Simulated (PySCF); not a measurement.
SCF from a fresh guess for singlet TiO₂, at the PBE0 minimum. PySCF input:

```python
from pyscf import gto, scf, dft
mol = gto.M(atom='''
Ti     0.000000    -0.000000    -0.365522
O      1.347711    -0.000000     0.547358
O     -1.347711     0.000000     0.547358''',
    basis={'Ti': 'def2-TZVP', 'O': 'def2-TZVP'},
    charge=0, spin=0)
mf = dft.RKS(mol, xc='PBE0')
mf.grids.atom_grid = (50, 194)
aux = {'Ti': 'def2-universal-JKFIT', 'O': 'def2-universal-JKFIT'}
mf = mf.density_fit(auxbasis=aux)
mf.conv_tol = 1e-08
mf.diis_space = 10
mf.max_cycle = 60
mf.init_guess = 'minao'
mf.verbose = 4
mf.kernel()
```

Excerpt of the output (cycles and frontier levels):

```
init E= -999.474620306806
  HOMO = -0.457201510073255  LUMO = -0.166657443492407  gap/eV = 7.90611
cycle= 1 E= -998.951009211506  delta_E= 0.524  |g|= 1.85  |ddm|= 2.28
  HOMO = -0.211310982201553  LUMO = -0.108245212593914  gap/eV = 2.80456
cycle= 2 E= -978.786080001997  delta_E= 20.2  |g|= 9.85  |ddm|= 4.11
  HOMO = -0.121082511952807  LUMO = -0.101081165440053  gap/eV = 0.54426
cycle= 3 E= -998.795724543263  delta_E=  -20  |g|= 2.31  |ddm|= 3.45
  HOMO = -0.241383758093264  LUMO = -0.117122402398956  gap/eV = 3.38132
cycle= 4 E= -999.503549424579  delta_E= -0.708  |g|= 0.97  |ddm|= 0.584
  HOMO = -0.223032569302839  LUMO = -0.0991544689930066  gap/eV = 3.37089
cycle= 5 E= -999.598985384156  delta_E= -0.0954  |g|= 0.559  |ddm|= 0.193
  HOMO = -0.263428323869193  LUMO = -0.100608809304166  gap/eV = 4.43054
cycle= 6 E= -999.651279643604  delta_E= -0.0523  |g|= 0.0509  |ddm|= 0.203
  HOMO = -0.265344752775471  LUMO = -0.100980984584314  gap/eV = 4.47257
cycle= 7 E= -999.651687654819  delta_E= -0.000408  |g|= 0.0112  |ddm|= 0.0154
  HOMO = -0.266060321386365  LUMO = -0.100878465604897  gap/eV = 4.49483
cycle= 8 E= -999.651709542402  delta_E= -2.19e-05  |g|= 0.00036  |ddm|= 0.00501
  HOMO = -0.266044535968521  LUMO = -0.100853281790414  gap/eV = 4.49508
cycle= 9 E= -999.651709609099  delta_E= -6.67e-08  |g|= 0.000307  |ddm|= 0.000657
  HOMO = -0.266025235286141  LUMO = -0.100861529870139  gap/eV = 4.49433
cycle= 10 E= -999.651709632633  delta_E= -2.35e-08  |g|= 4.04e-05  |ddm|= 0.000261
  HOMO = -0.266023602276829  LUMO = -0.100860833350591  gap/eV = 4.49431
cycle= 11 E= -999.651709633199  delta_E= -5.66e-10  |g|= 1.11e-05  |ddm|= 5.46e-05
  HOMO = -0.266025007452739  LUMO = -0.100859612825197  gap/eV = 4.49438
Extra cycle  E= -999.651709632893  delta_E= 3.06e-10  |g|= 4.41e-05  |ddm|= 2.06e-05
converged SCF energy = -999.651709632893
```

No lower solution of this spin was found by a stability analysis within the restricted form, which does not test spin polarisation.

Stability towards spin polarisation was not tested.

The search for the lowest solution, with the stability check, took 3 s on 2 threads of a shared Intel Xeon Platinum 8488C (Sapphire Rapids) host, with 107 basis functions; the process peaked at 0.3 GiB. Launch command: `OMP_NUM_THREADS=2 python axn.py task.json out`.
